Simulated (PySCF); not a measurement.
# Exercise with solution: oscillator strength and radiative lifetime

Si(H)(Me)2(NH2) (C2H9NSi), SMILES C[SiH](C)N.

Coordinates come from a B3LYP-D3(BJ)/def2-SVP optimisation. One conformer was computed; it need not be the lowest.

TDDFT-LC-ωPBE/def2-SVPD in PySCF puts the first singlet state with f over 0.02 at 6.97 eV (vertical), with the transition dipole (-0.389, 0.204, -0.308) in atomic units.

Q: Find the oscillator strength, the wavelength and the radiative lifetime that this transition would have in vacuum if emission retraced absorption.

A: 
|μ|² = 0.2878 au, so |μ| = 1.36 D. ΔE = 6.97/27.211 = 0.2561 hartree. f = (2/3) ΔE |μ|² = 0.049 (the program prints 0.049).
λ = 1239.84/6.97 = 178 nm; ν = 56217 cm⁻¹.
Einstein's coefficient A = 0.6670 ν² f s⁻¹ (ν in cm⁻¹) = 1.0e8 s⁻¹, so τ = 1/A = 9.7 ns. This state is S1. The figure is the radiative limit of this one transition; relaxation, internal conversion, crossing to triplets and a medium change what is measured.
